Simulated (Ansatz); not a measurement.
Ansatz results at the PBE0-D4/def2-TZVP geometry: HOMO energy (ωB97M-V/def2-TZVPP) -10.26 eV; HOMO energy (PBE0/def2-TZVPP) -7.90 eV; HOMO–LUMO gap (ωB97M-V/def2-TZVPP) 11.63 eV.

Each molecule was computed in one conformer, which needn't be the lowest.

Task: Which molecule gave them?
A. `BC(F)CO`
B. `O[SiH2][SiH]([SiH3])Cl`
C. `BC(F)OC`
D. `NC(=S)[TeH]`

Result: A. The others give `NC(=S)[TeH]`: -8.34, -6.28, 8.76; `O[SiH2][SiH]([SiH3])Cl`: -9.66, -7.68, 10.20; `BC(F)OC`: -10.99, -8.56, 11.07.
